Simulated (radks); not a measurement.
Values are calculated unless marked as measured or tabulated.
Q: The indium ion In+, [Kr] 4d10 5s2. Code: a radial shooting solver on a logarithmic mesh with Libxc functionals. Model: non-relativistic Kohn-Sham, exchange-only B88, spin-polarised, spherical densities, point nucleus. Every spin shell is full or empty, so the densities are truly spherical. Functionals are evaluated on that one density, not self-consistently. Rank these exchange functionals by their error against the exact value of the orbitals, and give that value: LDA, B88, PBE, revPBE, PW86, OPTX, WC, SOGGA, EV93, APBE, TPSS, Tao-Mo, TASK, MVS.

A: Exact: -153.506 hartree. From best to worst, with 100 (|E| - |E exact|)/|E exact| (equal figures are ties): B88 +0.05, MVS +0.08, PW86 -0.15, EV93 -0.25, TPSS -0.26, revPBE -0.26, APBE +0.34, PBE -0.40, Tao-Mo -0.78, WC -0.84, OPTX +1.23, TASK -2.24, SOGGA -2.27, LDA -4.87.
